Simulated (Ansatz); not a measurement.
Stepwise reaction of `[OH][Al]([OH])[SiH3]` with hydrogen, as a gas-phase model of exchange steps in deposition or etching. ΔE in kJ/mol.

Program: Ansatz. Geometries: PBE0-D4/def2-TZVP. ΔE: electronic, gas phase. CBS: MP2 limit from def2 TZ/QZ plus the TZ coupled-cluster correction, frozen cores. This one scheme is used for every species. Functionals use def2-TZVPP. B3LYP here is the variant with VWN-RPA as its local correlation; programs differ in this. Each species was taken in one conformer, which may not be the lowest.

| step | reaction | PBE-D4 | B3LYP-D4 | ωB97M-V | CCSD(T)/CBS |
| --- | --- | --- | --- | --- | --- |
| 1 | `[OH][Al]([OH])[SiH3]` + H₂ → `[OH][AlH][SiH3]` + H₂O | 118.9 | 125.8 | 123.8 | 123.3 |

Task: Give the row of step 2, `[OH][AlH][SiH3]` + H₂ → `[AlH2][SiH3]` + H₂O. (An estimate is asked.)

Result: The calculation gave: 
| step | reaction | PBE-D4 | B3LYP-D4 | ωB97M-V | CCSD(T)/CBS |
| --- | --- | --- | --- | --- | --- |
| 2 | `[OH][AlH][SiH3]` + H₂ → `[AlH2][SiH3]` + H₂O | 121.4 | 126.7 | 124.8 | 123.7 |

Task: By hand: ΔE of the 2 steps together at CCSD(T)/CBS.

Result: (123.3) + (123.7) = 247.0 kJ/mol, or 123.5 kJ/mol a step.

In ΔE the steps differ by no more than 0.4 kJ/mol. All are uphill at CCSD(T)/CBS. PBE-D4 differs from CCSD(T)/CBS by -4.4 to -2.3 kJ/mol a step. Isolated molecules leave out the surface, adducts and barriers. Largest T1 diagnostic: 0.014.
